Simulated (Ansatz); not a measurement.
`CO[SiH2][AlH2]` + `[OH][AlH2]` → `[AlH2][O][SiH2][AlH2]` + CH₃OH at 700 K and 1 bar (ligand exchange at the Si–O bond).

Isolated molecules relaxed with PBE0-D4/def2-TZVP in Ansatz; ΔE leaves out vibrations. CBS: MP2 limit from def2 TZ/QZ plus the TZ coupled-cluster correction, frozen cores. This one scheme is used for every species. One conformer a species, not always the lowest.

| species | CCSD(T)/CBS energy (Eh) | H − E (kJ/mol) | S (J/(mol·K)) |
| --- | --- | --- | --- |
| `CO[SiH2][AlH2]` | -648.52635 | 273.0 | 487.7 |
| `[OH][AlH2]` | -319.03157 | 111.2 | 312.7 |
| `[AlH2][O][SiH2][AlH2]` | -851.94680 | 215.0 | 530.9 |
| CH₃OH | -115.61712 | 170.8 | 288.5 |

H − E and S are ideal-gas, rigid-rotor, harmonic terms from PBE0-D4/def2-TZVP, for one conformer and one mirror image of each species. 1 Eh = 2625.50 kJ/mol, R = 8.31446 J/(mol·K).

Q: By hand: ΔE, ΔH, ΔS and ΔG.

A: ΔE = (-851.94680) + (-115.61712) − (-648.52635) − (-319.03157) = -0.00600 Eh = -15.8 kJ/mol. Δ(H − E) = 215.0 + 170.8 − 273.0 − 111.2 = 1.6, so ΔH = -14.2 kJ/mol. ΔS = 530.9 + 288.5 − 487.7 − 312.7 = 19.0 J/(mol·K). ΔG = -14.2 − 700 × (19.0)/1000 = -27.5 kJ/mol.

Q: By hand: the equilibrium constant, and the temperature at which ΔG would vanish if ΔH and ΔS stayed fixed.

A: log₁₀ K = −ΔG/(RT ln 10) = 2.1. ΔH and −TΔS have one sign here, so there is no such temperature.

TΔS isn't small against ΔH here. A doubt of 5 kJ/mol in ΔE shifts log₁₀ K by 0.4 here. Other conformers and mirror images would add mixing entropy, several J/(mol·K) or more a flexible species. Modes under 60 cm⁻¹, often nearly free rotors, make the harmonic entropy too high. These are equilibria of isolated gas molecules and say nothing of rates. Largest T1 diagnostic: 0.013 (customary marks: 0.02 for closed shells, 0.045 for open ones).
